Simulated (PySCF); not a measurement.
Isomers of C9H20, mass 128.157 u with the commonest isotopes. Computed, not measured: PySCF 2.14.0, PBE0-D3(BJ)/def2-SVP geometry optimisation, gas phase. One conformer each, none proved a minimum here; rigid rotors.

Question: Order these by radius of gyration √(Σ m r²/M), smallest first.
A. `[CH3:1][CH2:2][C:3]([CH2:4][CH3:5])([CH2:6][CH3:7])[CH2:8][CH3:9]` with C1–C2–C3–C4 180°, C2–C3–C4–C5 180°, C2–C3–C6–C7 60°, C2–C3–C8–C9 -59°
B. `[CH3:1][CH2:2][C@@H:3]([CH3:4])[C@H:5]([CH3:6])[CH:7]([CH3:8])[CH3:9]` with C1–C2–C3–C4 178°, C2–C3–C5–C6 -59°, C3–C5–C7–C8 -50°
C. `[CH3:1][CH2:2][CH:3]([CH:4]([CH3:5])[CH3:6])[CH:7]([CH3:8])[CH3:9]` with C1–C2–C3–C4 162°, C2–C3–C4–C5 40°, C2–C3–C7–C8 -72° (2,4-dimethyl-3-ethylpentane)
D. `[CH3:1][CH2:2][CH2:3][CH2:4][CH2:5][CH2:6][CH2:7][CH2:8][CH3:9]` with C1–C2–C3–C4 180°, C2–C3–C4–C5 180°, C3–C4–C5–C6 180°, C4–C5–C6–C7 180°, C5–C6–C7–C8 177° (nonane)

Answer: A (2.160 Å), C (2.200 Å), B (2.254 Å), D (3.298 Å).

Question: Order these by rotational constant A, largest first.
A. `[CH3:1][CH2:2][CH2:3][CH2:4][CH2:5][CH2:6][CH2:7][CH2:8][CH3:9]` with C1–C2–C3–C4 180°, C2–C3–C4–C5 180°, C3–C4–C5–C6 180°, C4–C5–C6–C7 180°, C5–C6–C7–C8 177°
B. `[CH3:1][CH2:2][C@@H:3]([CH3:4])[C@H:5]([CH3:6])[CH:7]([CH3:8])[CH3:9]` with C1–C2–C3–C4 178°, C2–C3–C5–C6 -59°, C3–C5–C7–C8 -50°
C. `[CH3:1][CH2:2][CH:3]([CH:4]([CH3:5])[CH3:6])[CH:7]([CH3:8])[CH3:9]` with C1–C2–C3–C4 162°, C2–C3–C4–C5 40°, C2–C3–C7–C8 -72°
D. `[CH3:1][CH2:2][C:3]([CH2:4][CH3:5])([CH2:6][CH3:7])[CH2:8][CH3:9]` with C1–C2–C3–C4 180°, C2–C3–C4–C5 180°, C2–C3–C6–C7 60°, C2–C3–C8–C9 -59°

Answer: A (6519 MHz), B (2061 MHz), D (1515 MHz), C (1485 MHz).

Question: Order these by out-of-plane moment Σ m c² = (Ia + Ib − Ic)/2, largest first.
A. `[CH3:1][CH2:2][CH2:3][CH2:4][CH2:5][CH2:6][CH2:7][CH2:8][CH3:9]` with C1–C2–C3–C4 180°, C2–C3–C4–C5 180°, C3–C4–C5–C6 180°, C4–C5–C6–C7 180°, C5–C6–C7–C8 177°
B. `[CH3:1][CH2:2][CH:3]([CH:4]([CH3:5])[CH3:6])[CH:7]([CH3:8])[CH3:9]` with C1–C2–C3–C4 162°, C2–C3–C4–C5 40°, C2–C3–C7–C8 -72°
C. `[CH3:1][CH2:2][C:3]([CH2:4][CH3:5])([CH2:6][CH3:7])[CH2:8][CH3:9]` with C1–C2–C3–C4 180°, C2–C3–C4–C5 180°, C2–C3–C6–C7 60°, C2–C3–C8–C9 -59°
D. `[CH3:1][CH2:2][C@@H:3]([CH3:4])[C@H:5]([CH3:6])[CH:7]([CH3:8])[CH3:9]` with C1–C2–C3–C4 178°, C2–C3–C5–C6 -59°, C3–C5–C7–C8 -50°

Answer: B (112.13 u·Å²), D (103.63 u·Å²), C (69.35 u·Å²), A (21.67 u·Å²).

```csv
SMILES,point group,Ia (u·Å²),Ib (u·Å²),Ic (u·Å²),κ,μa (D),μb (D),μc (D)
CCC(CC)(CC)CC,D2d,333.52,333.63,528.45,1.00,0.00,0.00,0.00
CCCCCCCCC,C1,77.52,1337.83,1372.01,-1.00,0.03,0.01,0.03
CC[C@@H](C)[C@H](C)C(C)C,C1,245.21,509.36,547.31,-0.88,0.03,0.04,0.02
CCC(C(C)C)C(C)C,C1,340.33,392.10,508.17,0.20,0.10,0.03,0.00
```
